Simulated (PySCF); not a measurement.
Protons, H atoms and electrons added to or taken from NC=O. Isolated molecules, 0 K electronic values unless said otherwise. One relaxed conformer stands for each flexible species; it need not be the lowest. Strings in code marks are SMILES.

Quantity: electronic energy of isomers of CH2NO (charge -1) relative to `[NH-]C=O` (H–N–C–O torsion 0°), in kcal/mol. Levels without diffuse functions put anions too high.

Case: `N[C-]=O` (not the most acidic site). Geometry of `N[C-]=O` (charge -1, multiplicity 1, Å):

```xyz
5

N     -0.5041     0.0076     0.2378
C      0.8546     0.4168     0.1715
O      1.6119    -0.4142    -0.3479
H     -1.1767     0.7571     0.3258
H     -0.7856    -0.7673    -0.3872
```

Question: Predict the electronic energy of isomers of CH2NO (charge -1) relative to `[NH-]C=O` (H–N–C–O torsion 0°) from B3LYP/3-21G // r2SCAN-D4/def2-TZVPD (PySCF).

Answer: 39.2 kcal/mol.
